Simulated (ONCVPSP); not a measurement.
## Transferability test, ONCV potential for Cl (Z = 17)

```
Element                 : Cl (Z = 17)
Generator               : ONCVPSP 4.0.1
Type                    : optimised norm-conserving Vanderbilt (ONCV)
Functional              : PBE
Relativity              : scalar-relativistic
Frozen core             : [He]
Valence charge          : 15
Reference configuration : 2s2 2p6 3s2 3p3 (charge +2)
Partial waves           : 2s+3s: rc 0.60 bohr, ncon 4, nbas 8, qcut 21.9 1/bohr, 2 projectors; 2p+3p: rc 0.75 bohr, ncon 4, nbas 8, qcut 18.1 1/bohr, 3 projectors, debl 3.7 Ha; d scattering state at 0.35 Ha: rc 0.65 bohr, ncon 4, nbas 7, qcut 17.1 1/bohr, 3 projectors, debl 3.5 Ha
Local potential         : polynomial inside 0.50 bohr (lpopt 1, dvloc0 1 Ha)
Core correction         : polynomial model core, fcfact 0.7
```

Energies are relative to the spin-unpolarised reference configuration 2s2 2p6 3s2 3p3; without spin polarisation the order of configurations can differ from experiment.

```csv
valence configuration,charge,ΔE all-electron (eV),error AE − PS (meV)
2s2 2p6 3s2 3p4,+1,-25.447,+1.5
2s2 2p6 3s2 3p2,+3,38.307,+1.5
2s2 2p6 3s2 3p1,+4,90.550,+10
```

Question: What are ΔE and the potential's error for 2s2 2p6 3s2 3p5?

Answer: ΔE = -39.322 eV all-electron; the error (AE − PS) is +3.3 meV.
